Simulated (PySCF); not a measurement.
Constitutional and geometric isomers with formula H6OSi3. All species are isolated molecules in the gas phase. One relaxed conformer stands for each flexible species; it need not be the lowest. Strings in code marks are SMILES.

These are PBE-D3(BJ)/def2-TZVP // r2SCAN-D4/def2-TZVP in PySCF values and carry that method's errors. All candidates: neutral, multiplicity 1. Delta-SCF ions had no search for a lower state. Excitations are Tamm–Dancoff values on a coarser integration grid. The basis has no diffuse functions, so Rydberg states are missing or too high.

* **LUMO**: -2.67 eV
* **brightest of the four lowest singlets (TDA)**: 4.16 eV
* **vertical ionisation energy (Delta-SCF)**: 7.74 eV

### Question
Which member has these values?
A) `[SiH3][Si@@H]1O[SiH2]1`
B) `O[SiH2][SiH]=[SiH2]` (H–O–Si–Si torsion 169°, O–Si–Si–Si torsion -23°)
C) `O1[SiH2][SiH2][SiH2]1`

### Answer
B, `O[SiH2][SiH]=[SiH2]` (H–O–Si–Si torsion 169°, O–Si–Si–Si torsion -23°). The others give `O1[SiH2][SiH2][SiH2]1`: -1.69 eV, 5.07 eV, 9.11 eV; `[SiH3][Si@@H]1O[SiH2]1`: -2.01 eV, 4.90 eV, 8.67 eV
